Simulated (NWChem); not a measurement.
[OH][AlH2] (AlH3O), optimised at PBE0/def2-SVP with NWChem:

| Item | Result |
|---|---|
| highest occupied level (eV) | -8.24 |
| orbital gap (eV) | 7.44 |
| dipole (D) | 1.36 |
| highest harmonic frequency (cm⁻¹) | 3984 |
| zero-point energy (kcal/mol) | 16.8 |

All stand in one matching conformer (torsions within 35°), which need not be the lowest.

One H atom is replaced by Cl, giving [OH][AlH][Cl] (AlH2OCl), optimised at the same level. How do these values move?


| quantity | new value | change |
|---|---|---|
| highest occupied level (eV) | -8.92 | -0.68 |
| orbital gap (eV) | 8.36 | +0.92 |
| dipole (D) | 1.02 | -0.34 |
| highest harmonic frequency (cm⁻¹) | 3989 | +5 |
| zero-point energy (kcal/mol) | 13.9 | -2.9 |
